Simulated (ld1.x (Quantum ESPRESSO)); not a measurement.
## Before and after: ultrasoft potential for As (Z = 33)

ld1.x (Quantum ESPRESSO) 7.5 input, shortened:

```
&input
   title='As', zed=33., rel=2, dft='PZ', iswitch=3,
   config='[Ar] 3d10 4s1 4p4 4d-2', rel_dist='average'
 /
 &inputp
   pseudotype=3, tm=.true., lloc=-1, rcloc=1.60,
   nlcc=.true., new_core_ps=.true., rcore=1.55,
   which_augfun='PSQ', rmatch_augfun=1.25
 /
6
4S  1  0   1.00   0.00  1.70  1.85  0.0
4S  1  0   0.00  -0.75  1.70  1.85  0.0
4P  2  1   4.00   0.00  1.20  1.60  0.0
4P  2  1   0.00   2.90  1.20  1.60  0.0
4D  3  2  -2.00  -0.05  1.30  1.75  0.0
4D  3  2  -2.00   1.60  1.30  1.75  0.0
 &test
   configts(1)='4s1 4p4'
 /
```

Open shells are filled in proportion to 2j + 1 (rel_dist='average').

All-electron outer shells of the reference configuration (LDA (PZ), scalar-relativistic, ld1.x):

```tsv
shell	level (eV)	outermost node (bohr)	outermost maximum (bohr)
3p	-135.08	0.22	0.52
3d	-42.52	–	0.47
4s	-15.59	0.73	1.59
4p	-5.98	0.78	1.95
```

Change: waves 4s (bound): rcut 1.70, rcutus 2.40 bohr; 4s channel at -0.75 Ry: rcut 1.70, rcutus 2.40 bohr.

Cutoffs: the cutoffs (Ry, on a coarse ladder) from which the occupation-weighted sum of valence levels, in a spherical-Bessel basis at the reference potential, stays within 10 and 1 mRy of its value at 400 Ry; they do not see the model core or the augmentation charge, which bear on the density cutoff. Errors are all-electron minus pseudo energies relative to the spin-unpolarised reference configuration.

Question: Predict the effect on cutoff, ghosts and configuration errors.

Answer: The potential gets neither clearly harder nor softer (8 Ry and 21 Ry → 8 Ry and 21 Ry); both files keep a bound ghost (d); of the 7 tests that both files solve, the error grows in 1 and shrinks in 2 by more than 15 % and 0.3 meV (median size 6.1 → 4.9 meV).

```tsv
quantity	base	changed
cutoff, loose	8 Ry	8 Ry
cutoff, tight	21 Ry	21 Ry
bound ghosts	d5/2, d3/2	d5/2, d3/2
error for 4s2 4p3, meV [ΔE -9.48 eV]	-4.9	-3.8
error for 4s2 4p2, meV [ΔE -0.15 eV]	-0.1	-0.4
error for 4s2 4p1, meV [ΔE 18.02 eV]	-13	-14
error for 4s2 4p3.3, meV [ΔE -10.76 eV]	-6.1	-4.9
error for 4s1 4p0, meV [ΔE 97.18 eV]	-392	-348
error for 4s1 4p3, meV [ΔE 10.01 eV]	-4.0	-3.9
error for 4s2 4p0, meV [ΔE 46.06 eV]	-89	-84
lowest overlap eigenvalue by channel	s 0.36, p1/2 0.60, p3/2 0.60, d3/2 0.90, d5/2 0.90	s 0.31, p1/2 0.60, p3/2 0.60, d3/2 0.90, d5/2 0.90
```

 A true bound ghost makes a file unfit for plane-wave use even where its test errors are small: the radial tests pick states by their node count and pass the ghost by.
